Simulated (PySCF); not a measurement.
C4H11NSi, SMILES C(=C(/CN)C)/[SiH3]. Atoms are numbered in the order given.

```xyz
17

C     -0.7918    -2.2864     0.8553
C     -0.3763    -0.9185     0.3859
C      0.7737    -0.6742    -0.2684
Si     1.4772     0.9893    -0.8037
C     -1.3430     0.1937     0.7390
N     -1.1044     1.3826    -0.0630
H     -0.0263    -3.0443     0.6381
H     -1.7376    -2.5986     0.3771
H     -0.9806    -2.2884     1.9441
H      1.4173    -1.5425    -0.4615
H      1.6295     1.9996     0.2833
H      2.8854     0.6576    -1.2242
H      0.8609     1.5987    -2.0196
H     -2.3819    -0.1916     0.6709
H     -1.1972     0.4511     1.8045
H     -1.4443     2.2311     0.3849
H     -1.5507     1.3114    -0.9763
```
Charge 0, spin multiplicity 1.

Geometry: B3LYP-D3(BJ)/def2-SVP. The structure was generated by enumeration; whether it is a known compound was not checked. One conformer was computed; it need not be the lowest.

The numbers are results of PBE/pcSseg-1 run with PySCF, not measurements.

GIAO shieldings, no solvent; atoms listed in one row are averaged. δ = σ(ref) − σ: ¹³C against TMS (σ = 182.0 ppm); ²⁹Si against TMS (σ = 335.4 ppm); ¹⁵N against NH3 (σ = 267.0 ppm); ¹H against TMS (σ = 31.49 ppm), references at their B3LYP-D3(BJ)/def2-TZVP geometries, non-relativistic.

| nucleus | atoms | count | δ (ppm) |
|---|---|---|---|
| ¹³C | C2 | 1 | 164.2 |
| ¹³C | C3 | 1 | 124.4 |
| ¹³C | C5 | 1 | 55.7 |
| ¹³C | C1 | 1 | 29.4 |
| ²⁹Si | Si4 | 1 | -96.5 |
| ¹⁵N | N6 | 1 | 58.9 |
| ¹H | H10 | 1 | 6.00 |
| ¹H | H11, H12, H13 | 3 | 4.73 |
| ¹H | H14 | 1 | 3.88 |
| ¹H | H15 | 1 | 3.73 |
| ¹H | H7, H8, H9 | 3 | 2.10 |
| ¹H | H16 | 1 | 1.40 |
| ¹H | H17 | 1 | 0.61 |
